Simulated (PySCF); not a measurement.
**Ionisation energy of Pt⁴⁶⁺ by level of theory**

Pt⁴⁶⁺ [Ar] 3d10 4s2 4p2 (3P) → Pt⁴⁷⁺ [Ar] 3d10 4s2 4p1 (2P), as a difference of total energies. All numbers are calculated (PySCF 2.14, scalar relativity by spin-free X2C-1e, in an even-tempered Gaussian basis (18 s from 5.4 bohr⁻², ratio 2.5; 14 p from 7 bohr⁻², ratio 2.5; 8 d from 12 bohr⁻², ratio 2.5; 4 f from 35 bohr⁻², ratio 2.7; 4 g from 52 bohr⁻², ratio 2.7)). Correlated levels: outer shells: [Ne] frozen; virtual orbitals above 40 to 60 times the deepest correlated orbital energy dropped. The calculations carry no spin-orbit coupling.

```
                method  ionisation energy (eV)
                   UHF                  2452.1
                   LDA                  2454.4
                   PBE                  2453.8
                  PBE0                  2453.7
                r2SCAN                  2454.0
                  TPSS                  2453.6
                 M06-L                  2452.4
    MP2 (outer shells)                  2453.3
SCS-MP2 (outer shells)                  2453.1
```

Spin-orbit coupling is strong in these open shells (close to jj coupling). The scalar numbers leave it out and a first-order estimate fails, so it can dominate the gap to the real levels.

Breit and QED terms and the two-electron picture change are absent.

For comparison: 2536 ± 4 eV (theoretical estimate listed by NIST; NIST Atomic Spectra Database, ionization energies).
